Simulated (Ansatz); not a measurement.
# Molecular dynamics of C$_{2}$H$_{8}$AlFOSi

Input file:

```yaml
crystal:
  periodic: [false, false, false]
  atoms:
    - { symbol: C, position_ang: [-0.263873, -2.204956, -1.078208] }
    - { symbol: Al, position_ang: [-0.356074, -0.996582, 0.406482] }
    - { symbol: O, position_ang: [-1.342368, -1.101172, 1.791829] }
    - { symbol: C, position_ang: [0.582824, 0.685352, 0.772025] }
    - { symbol: F, position_ang: [-0.019098, 1.026996, 2.073739] }
    - { symbol: Si, position_ang: [0.395411, 2.123364, -0.467982] }
    - { symbol: H, position_ang: [-1.131084, -2.091222, -1.751962] }
    - { symbol: H, position_ang: [-0.255249, -3.258111, -0.749139] }
    - { symbol: H, position_ang: [0.640154, -2.048651, -1.690784] }
    - { symbol: H, position_ang: [-0.975993, -0.192521, 2.213297] }
    - { symbol: H, position_ang: [1.679627, 0.550655, 0.959805] }
    - { symbol: H, position_ang: [1.009384, 3.358868, 0.001889] }
    - { symbol: H, position_ang: [-1.011499, 2.385289, -0.734881] }
    - { symbol: H, position_ang: [1.034738, 1.733491, -1.717109] }
basis:
  gaussian: { orbitals: STO-3G }
hamiltonian:
  xc: pbe
md:
  timestep: 0.5
  n_steps: 266
  ensemble: nve
  temperature: 500.0
  initial_velocities: maxwell_boltzmann
  seed: 545459
scf:
  lower_state_search: "off"
```

Command:

```bash
$ ansatz run input.yaml --threads 1 --pin off --max-ram 2048MiB --backend cpu --events-out ev --progress --plain --runs-dir out
```

It starts from a relaxed structure.

Output, in part (one step line in 5, the closing report, with atoms numbered from 0):

```
md step     0: t =     0.00 fs  T =   500.0 K  F+E_penalty+E_count = -21163.47705300 eV  E_kin = 0.775560 eV  conserved = -21162.70149300 eV  (15 SCF iters)
md step     5: t =     2.50 fs  T =   381.2 K  F+E_penalty+E_count = -21163.29009227 eV  E_kin = 0.591262 eV  conserved = -21162.69883070 eV  (20 SCF iters)
md step    10: t =     5.00 fs  T =   365.8 K  F+E_penalty+E_count = -21163.26814211 eV  E_kin = 0.567417 eV  conserved = -21162.70072560 eV  (22 SCF iters)
md step    15: t =     7.50 fs  T =   249.0 K  F+E_penalty+E_count = -21163.08463283 eV  E_kin = 0.386156 eV  conserved = -21162.69847730 eV  (21 SCF iters)
md step    20: t =    10.00 fs  T =   296.2 K  F+E_penalty+E_count = -21163.16022965 eV  E_kin = 0.459373 eV  conserved = -21162.70085665 eV  (22 SCF iters)
md step    25: t =    12.50 fs  T =   261.6 K  F+E_penalty+E_count = -21163.10482933 eV  E_kin = 0.405827 eV  conserved = -21162.69900242 eV  (20 SCF iters)
md step    30: t =    15.00 fs  T =   320.1 K  F+E_penalty+E_count = -21163.19682382 eV  E_kin = 0.496462 eV  conserved = -21162.70036227 eV  (22 SCF iters)
md step    35: t =    17.50 fs  T =   298.1 K  F+E_penalty+E_count = -21163.16180650 eV  E_kin = 0.462454 eV  conserved = -21162.69935251 eV  (21 SCF iters)
md step    40: t =    20.00 fs  T =   318.8 K  F+E_penalty+E_count = -21163.19508836 eV  E_kin = 0.494489 eV  conserved = -21162.70059920 eV  (20 SCF iters)
md step    45: t =    22.50 fs  T =   262.5 K  F+E_penalty+E_count = -21163.10653235 eV  E_kin = 0.407134 eV  conserved = -21162.69939858 eV  (20 SCF iters)
md step    50: t =    25.00 fs  T =   250.4 K  F+E_penalty+E_count = -21163.08830738 eV  E_kin = 0.388472 eV  conserved = -21162.69983578 eV  (20 SCF iters)
md step    55: t =    27.50 fs  T =   227.3 K  F+E_penalty+E_count = -21163.05258672 eV  E_kin = 0.352607 eV  conserved = -21162.69998013 eV  (21 SCF iters)
md step    60: t =    30.00 fs  T =   210.0 K  F+E_penalty+E_count = -21163.02542319 eV  E_kin = 0.325780 eV  conserved = -21162.69964271 eV  (21 SCF iters)
md step    65: t =    32.50 fs  T =   241.9 K  F+E_penalty+E_count = -21163.07523797 eV  E_kin = 0.375282 eV  conserved = -21162.69995568 eV  (20 SCF iters)
md step    70: t =    35.00 fs  T =   252.2 K  F+E_penalty+E_count = -21163.09052323 eV  E_kin = 0.391266 eV  conserved = -21162.69925730 eV  (21 SCF iters)
md step    75: t =    37.50 fs  T =   321.0 K  F+E_penalty+E_count = -21163.19855818 eV  E_kin = 0.497897 eV  conserved = -21162.70066137 eV  (20 SCF iters)
md step    80: t =    40.00 fs  T =   295.1 K  F+E_penalty+E_count = -21163.15690669 eV  E_kin = 0.457684 eV  conserved = -21162.69922271 eV  (20 SCF iters)
md step    85: t =    42.50 fs  T =   327.2 K  F+E_penalty+E_count = -21163.20784230 eV  E_kin = 0.507488 eV  conserved = -21162.70035426 eV  (20 SCF iters)
md step    90: t =    45.00 fs  T =   290.0 K  F+E_penalty+E_count = -21163.14898012 eV  E_kin = 0.449883 eV  conserved = -21162.69909758 eV  (21 SCF iters)
md step    95: t =    47.50 fs  T =   332.3 K  F+E_penalty+E_count = -21163.21636637 eV  E_kin = 0.515514 eV  conserved = -21162.70085205 eV  (21 SCF iters)
md step   100: t =    50.00 fs  T =   254.8 K  F+E_penalty+E_count = -21163.09419295 eV  E_kin = 0.395195 eV  conserved = -21162.69899796 eV  (20 SCF iters)
md step   105: t =    52.50 fs  T =   261.2 K  F+E_penalty+E_count = -21163.10562133 eV  E_kin = 0.405223 eV  conserved = -21162.70039882 eV  (21 SCF iters)
md step   110: t =    55.00 fs  T =   213.7 K  F+E_penalty+E_count = -21163.03027746 eV  E_kin = 0.331466 eV  conserved = -21162.69881126 eV  (14 SCF iters)
md step   115: t =    57.50 fs  T =   300.5 K  F+E_penalty+E_count = -21163.16677703 eV  E_kin = 0.466098 eV  conserved = -21162.70067947 eV  (21 SCF iters)
md step   120: t =    60.00 fs  T =   284.8 K  F+E_penalty+E_count = -21163.14100841 eV  E_kin = 0.441804 eV  conserved = -21162.69920420 eV  (20 SCF iters)
md step   125: t =    62.50 fs  T =   296.8 K  F+E_penalty+E_count = -21163.16093755 eV  E_kin = 0.460353 eV  conserved = -21162.70058462 eV  (21 SCF iters)
md step   130: t =    65.00 fs  T =   206.2 K  F+E_penalty+E_count = -21163.01876951 eV  E_kin = 0.319782 eV  conserved = -21162.69898701 eV  (21 SCF iters)
md step   135: t =    67.50 fs  T =   221.3 K  F+E_penalty+E_count = -21163.04361289 eV  E_kin = 0.343227 eV  conserved = -21162.70038604 eV  (22 SCF iters)
md step   140: t =    70.00 fs  T =   186.5 K  F+E_penalty+E_count = -21162.98845925 eV  E_kin = 0.289360 eV  conserved = -21162.69909950 eV  (21 SCF iters)
md step   145: t =    72.50 fs  T =   221.2 K  F+E_penalty+E_count = -21163.04346563 eV  E_kin = 0.343149 eV  conserved = -21162.70031633 eV  (21 SCF iters)
md step   150: t =    75.00 fs  T =   206.3 K  F+E_penalty+E_count = -21163.01914304 eV  E_kin = 0.319988 eV  conserved = -21162.69915504 eV  (21 SCF iters)
md step   155: t =    77.50 fs  T =   277.2 K  F+E_penalty+E_count = -21163.13014287 eV  E_kin = 0.429916 eV  conserved = -21162.70022693 eV  (21 SCF iters)
md step   160: t =    80.00 fs  T =   300.0 K  F+E_penalty+E_count = -21163.16459474 eV  E_kin = 0.465285 eV  conserved = -21162.69930976 eV  (20 SCF iters)
md step   165: t =    82.50 fs  T =   337.5 K  F+E_penalty+E_count = -21163.22400286 eV  E_kin = 0.523502 eV  conserved = -21162.70050065 eV  (21 SCF iters)
md step   170: t =    85.00 fs  T =   280.4 K  F+E_penalty+E_count = -21163.13417983 eV  E_kin = 0.434869 eV  conserved = -21162.69931122 eV  (20 SCF iters)
md step   175: t =    87.50 fs  T =   290.5 K  F+E_penalty+E_count = -21163.15058962 eV  E_kin = 0.450539 eV  conserved = -21162.70005069 eV  (21 SCF iters)
md step   180: t =    90.00 fs  T =   279.8 K  F+E_penalty+E_count = -21163.13322697 eV  E_kin = 0.434002 eV  conserved = -21162.69922510 eV  (21 SCF iters)
md step   185: t =    92.50 fs  T =   324.1 K  F+E_penalty+E_count = -21163.20321074 eV  E_kin = 0.502768 eV  conserved = -21162.70044252 eV  (20 SCF iters)
md step   190: t =    95.00 fs  T =   306.8 K  F+E_penalty+E_count = -21163.17530014 eV  E_kin = 0.475807 eV  conserved = -21162.69949317 eV  (20 SCF iters)
md step   195: t =    97.50 fs  T =   323.5 K  F+E_penalty+E_count = -21163.20180272 eV  E_kin = 0.501813 eV  conserved = -21162.69998946 eV  (20 SCF iters)
md step   200: t =   100.00 fs  T =   311.1 K  F+E_penalty+E_count = -21163.18190780 eV  E_kin = 0.482526 eV  conserved = -21162.69938193 eV  (20 SCF iters)
md step   205: t =   102.50 fs  T =   336.7 K  F+E_penalty+E_count = -21163.22291516 eV  E_kin = 0.522316 eV  conserved = -21162.70059950 eV  (20 SCF iters)
md step   210: t =   105.00 fs  T =   284.6 K  F+E_penalty+E_count = -21163.14068222 eV  E_kin = 0.441433 eV  conserved = -21162.69924897 eV  (20 SCF iters)
md step   215: t =   107.50 fs  T =   298.2 K  F+E_penalty+E_count = -21163.16261023 eV  E_kin = 0.462521 eV  conserved = -21162.70008947 eV  (20 SCF iters)
md step   220: t =   110.00 fs  T =   263.5 K  F+E_penalty+E_count = -21163.10821570 eV  E_kin = 0.408643 eV  conserved = -21162.69957225 eV  (20 SCF iters)
md step   225: t =   112.50 fs  T =   271.1 K  F+E_penalty+E_count = -21163.12082741 eV  E_kin = 0.420508 eV  conserved = -21162.70031927 eV  (20 SCF iters)
md step   230: t =   115.00 fs  T =   237.5 K  F+E_penalty+E_count = -21163.06773097 eV  E_kin = 0.368373 eV  conserved = -21162.69935834 eV  (20 SCF iters)
md step   235: t =   117.50 fs  T =   252.8 K  F+E_penalty+E_count = -21163.09187049 eV  E_kin = 0.392165 eV  conserved = -21162.69970570 eV  (21 SCF iters)
md step   240: t =   120.00 fs  T =   288.6 K  F+E_penalty+E_count = -21163.14772275 eV  E_kin = 0.447678 eV  conserved = -21162.70004461 eV  (21 SCF iters)
md step   245: t =   122.50 fs  T =   311.2 K  F+E_penalty+E_count = -21163.18257046 eV  E_kin = 0.482714 eV  conserved = -21162.69985636 eV  (20 SCF iters)
md step   250: t =   125.00 fs  T =   311.6 K  F+E_penalty+E_count = -21163.18321169 eV  E_kin = 0.483320 eV  conserved = -21162.69989124 eV  (20 SCF iters)
md step   255: t =   127.50 fs  T =   287.7 K  F+E_penalty+E_count = -21163.14578558 eV  E_kin = 0.446196 eV  conserved = -21162.69958999 eV  (21 SCF iters)
md step   260: t =   130.00 fs  T =   295.8 K  F+E_penalty+E_count = -21163.15922139 eV  E_kin = 0.458826 eV  conserved = -21162.70039540 eV  (21 SCF iters)
md step   265: t =   132.50 fs  T =   252.2 K  F+E_penalty+E_count = -21163.09047497 eV  E_kin = 0.391251 eV  conserved = -21162.69922442 eV  (21 SCF iters)
md step   266: t =   133.00 fs  T =   266.9 K  F+E_penalty+E_count = -21163.11387561 eV  E_kin = 0.413921 eV  conserved = -21162.69995472 eV  (21 SCF iters)
Total energy: -21163.11390299 eV, -777.7300910609 hartree
Atom 0 at    -0.225048    -2.252109    -1.047682 Å, force    -0.624650     0.831240     0.058738 eV/Å
Atom 1 at    -0.272149    -1.034565     0.420643 Å, force     0.994573     0.118173    -0.016512 eV/Å
Atom 2 at    -1.246268    -1.205940     1.801534 Å, force    -0.022469     0.506218    -0.182868 eV/Å
Atom 3 at     0.625735     0.732354     0.783686 Å, force    -1.072791    -0.715131     0.747230 eV/Å
Atom 4 at    -0.282429     1.085197     1.934061 Å, force     0.668291     0.021969    -0.008671 eV/Å
Atom 5 at     0.412717     2.169134    -0.417726 Å, force     0.408584     0.793585    -0.976514 eV/Å
Atom 6 at     0.352340    -1.985105    -1.920693 Å, force     0.821357     0.395282    -0.455408 eV/Å
Atom 7 at    -1.245654    -2.232512    -1.406634 Å, force    -1.058735     0.027882    -0.443810 eV/Å
Atom 8 at    -0.064771    -3.295036    -0.864489 Å, force     0.586093    -1.156871     0.666508 eV/Å
Atom 9 at    -1.018927    -0.197197     2.103022 Å, force    -0.106016    -0.300454     0.390519 eV/Å
Atom 10 at     1.674211     0.660389     1.211750 Å, force    -0.493997     0.088838    -0.307442 eV/Å
Atom 11 at     0.598248     1.765308    -1.809354 Å, force    -0.102939    -0.222412     0.116662 eV/Å
Atom 12 at     1.351295     3.279624    -0.268160 Å, force     0.000523    -0.144950     0.294357 eV/Å
Atom 13 at    -0.921383     2.751536    -0.317743 Å, force     0.002175    -0.243372     0.117210 eV/Å
Dipole moment:     0.204191     0.080702    -0.125769 e Å
```

All steps were run. The conserved energy stayed within 0.24 meV per atom of its start (net change 0.11 meV per atom), so the integration is sound. The temperature averaged 0.56 of the 500 K drawn at the start: a run that starts near a minimum puts about half its kinetic energy into the potential. A run of 0.13 ps of so small a system gives no equilibrium averages. Limits of this set-up: minimal basis.

The same pairs are bonded in the first frame and the last. Pairs count as bonded within 1.25 times the sum of covalent radii (0.12 Å more for H–H).

Last frame:

```xyz
14
Properties=species:S:1:pos:R:3
C -0.225 -2.252 -1.048
Al -0.272 -1.035 0.421
O -1.246 -1.206 1.802
C 0.626 0.732 0.784
F -0.282 1.085 1.934
Si 0.413 2.169 -0.418
H 0.352 -1.985 -1.921
H -1.246 -2.232 -1.407
H -0.065 -3.295 -0.865
H -1.019 -0.197 2.103
H 1.674 0.660 1.212
H 0.598 1.765 -1.809
H 1.351 3.280 -0.268
H -0.921 2.752 -0.318
```

Time of the run: 11 min on 1 thread of Arm Neoverse V1, on a shared host, peak memory 0.088 GiB.
